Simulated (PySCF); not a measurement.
## Unknowns

- shielding tensors at PBE0/pcSseg-1 (GIAO)
- structure optimised with PBE0-D3(BJ)/def2-SVP
- J couplings at B3LYP/pcJ-1 (spin–dipole term left out of most H,H and C,H couplings)
- code: PySCF
- rapidly exchanging positions averaged, no solvent, no relativistic terms, one computed conformer

δ = σ(ref) − σ, references computed at the same level: 1H (σ = 31.27 ppm) and 13C (σ = 184.41 ppm) against TMS. Multiplet labels drop J under 1 Hz and among equivalent protons, and merge close values. Unscaled 3J(H,H) run several per cent high. Couplings to H on boron are left out. Carbons bonded to boron are broad in practice. Shifts are as computed. Against solution values, carbons near 30 ppm lie about +2 ppm off and those near 130 ppm about +5 ppm. Of 1313 compounds with measured shifts, 239 miss one by over three times the rms of a fit or turn the order of signals round; such compounds aren't used in these exercises.

Question: C6H6B2F2. 1H NMR (400 MHz, computed): δ 8.00 (d, J = 8.4 Hz, 1H), 7.71 (t, J = 8.4 Hz, 1H), 7.42 (tt, J = 8.3, 1.1 Hz, 1H), 7.40 (br, 2H), 7.31 (dt, J = 8.5, 1.1 Hz, 1H). 13C{1H} NMR (computed): δ 169.0 (C, t, J = 3.9 Hz), 141.1 (CH, t, J = 6.6 Hz), 140.5 (CH), 131.1 (CH), 127.9 (CH), 122.4 (C, t, J = 37.3 Hz). Identify the compound.

Answer: SMILES FB(C1=CC=CC=C1B)F. 6 carbon signals for 6 carbons: no two carbons are equivalent. Carbon types of the structure: 2 × C, 4 × CH, leaving 2 H on heteroatoms. δC 169.0, 122.4: substituted aromatic carbon. δC 141.1, 140.5, 131.1, 127.9: aromatic CH. δH 8.00, 7.71, 7.42, 7.31: hydrogen on an aromatic CH; aromatic region. δH 7.40: hydrogen on a boron bonded to C. The protons at 7.31 and 7.71 share a coupling of 8.5 Hz (vicinal, an ortho-type coupling). The protons at 7.42 and 8.00 share a coupling of 8.4 Hz (vicinal, an ortho-type coupling). The protons at 7.71 and 7.42 share a coupling of 8.3 Hz (vicinal, an ortho-type coupling).

The shifts were computed for this structure.

Question: C6H6B2F2. 1H NMR (400 MHz, computed): δ 8.81 (t, J = 1.1 Hz, 1H), 8.38 (dt, J = 8.2, 1.1 Hz, 1H), 8.34 (dt, J = 8.4, 1.2 Hz, 1H), 7.75 (t, J = 8.3 Hz, 1H), 7.35 (br, 2H). 13C{1H} NMR (computed): δ 160.2 (t, J = 5.9 Hz), 156.0, 150.0 (t, J = 5.5 Hz), 146.2, 133.1, 127.6 (t, J = 36.8 Hz). Identify the compound.

Answer: `InChI=1S/C6H6B2F2/c7-5-2-1-3-6(4-5)8(9)10/h1-4H,7H2`. 6 carbon signals for 6 carbons: no two carbons are equivalent. Carbon types of the structure: 2 × C, 4 × CH, leaving 2 H on heteroatoms. δC 160.2, 156.0, 150.0, 133.1: aromatic CH. δC 146.2, 127.6: substituted aromatic carbon. δH 8.81, 8.38, 8.34, 7.75: hydrogen on an aromatic CH; the ring current deshields protons in the ring plane. δH 7.35: hydrogen on a boron bonded to C. The protons at 7.75 and 8.34 share a coupling of 8.4 Hz (vicinal, an ortho-type coupling). The protons at 8.38 and 7.75 share a coupling of 8.2 Hz (vicinal, an ortho-type coupling).

The data come from this structure; uniqueness wasn't tested.
